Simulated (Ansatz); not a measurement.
C6H18BN⁺, that is B(NH3)Et3 with one electron fewer. The state is a doublet with charge 1. Geometry PBE-D4/def2-SVP, that of the neutral singlet; atoms count from 1.

```xyz
26

B    -0.0356    0.0558    0.0769
N     0.5469   -0.8592   -1.1948
H     0.0683   -0.6131   -2.0740
H     0.3990   -1.8646   -1.0216
H     1.5573   -0.7034   -1.3269
C     0.9860   -0.2500    1.3181
C     2.4446    0.1941    1.1394
H     0.9724   -1.3346    1.5816
H     0.5668    0.2559    2.2179
H     3.0930   -0.0730    2.0011
H     2.9288   -0.2708    0.2466
H     2.5285    1.2917    0.9973
C    -1.5565   -0.4931    0.3285
C    -1.6982   -1.9499    0.7913
H    -2.1849   -0.3444   -0.5821
H    -2.0207    0.1710    1.0932
H    -2.7552   -2.2716    0.9089
H    -1.2436   -2.6750    0.0734
H    -1.1947   -2.1256    1.7649
C     0.0230    1.6025   -0.4541
C    -0.8745    1.9580   -1.6478
H     1.0722    1.8974   -0.6953
H    -0.2537    2.2534    0.4066
H    -0.7632    3.0119   -1.9813
H    -0.6569    1.3354   -2.5492
H    -1.9491    1.8012   -1.4186
```

(1) Estimate the Mulliken populations from the PBE0/def2-TZVP orbitals of Ansatz.

(2) Where does the spin sit?

(3) And the Mayer bond orders between bonded heavy atoms (over 0.3)?

## Answers

(1) 
```
atom  charge (e)  spin (α − β)
  B1       -0.16          0.19
  N2       -0.39          0.00
  H3        0.30          0.00
  H4        0.30          0.00
  H5        0.31          0.01
  C6       -0.23          0.11
  C7       -0.38          0.05
  H8        0.14          0.00
  H9        0.16          0.00
 H10        0.19          0.02
 H11        0.11          0.00
 H12        0.16          0.00
 C13       -0.20          0.34
 C14       -0.38          0.02
 H15        0.18          0.03
 H16        0.19          0.00
 H17        0.21          0.05
 H18        0.12          0.00
 H19        0.18          0.00
 C20       -0.24          0.11
 C21       -0.39          0.01
 H22        0.18          0.06
 H23        0.17          0.00
 H24        0.19          0.01
 H25        0.11          0.00
 H26        0.16          0.01
```
Mulliken values and Mayer orders depend strongly on the basis.

(2) Summed by element: B 0.19, N 0.00, H 0.19, C 0.63, of 1 unpaired in all. Largest on single atoms: C13 0.34, B1 0.19, C6 0.11.

(3) B1–N2 0.73 (1.67 Å); B1–C6 0.99 (1.64 Å); B1–C13 0.80 (1.64 Å); B1–C20 1.01 (1.64 Å); C6–C7 0.95 (1.54 Å); C13–C14 1.01 (1.54 Å); C20–C21 0.98 (1.54 Å).
